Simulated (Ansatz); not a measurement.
`O1[SiH2][AsH]1` at its PBE0-D4/def2-TZVP geometry, where that method's forces vanish. Total charge 0; spin multiplicity 1.

```xyz
6

O     1.1886    0.5103    0.0234
Si    0.0829   -0.7156   -0.0091
As   -0.2917    1.3347    0.8873
H     0.3774   -1.8864    0.8481
H    -0.4216   -1.1044   -1.3460
H    -0.9356    1.8613   -0.4036
```

(1) What forces (eV/Å) does B3LYP-D4/def2-TZVPP give on these atoms in Ansatz? (An estimate is asked.)

Results:

(1) The calculation gave: 
```
O1   0.253 -0.089 -0.117
Si2 -0.004 -0.348 -0.113
As3 -0.233  0.325  0.238
H4  -0.018  0.061 -0.064
H5   0.036  0.010  0.085
H6  -0.034  0.042 -0.029
```

B3LYP here is the variant with VWN-RPA as its local correlation; programs differ in this.
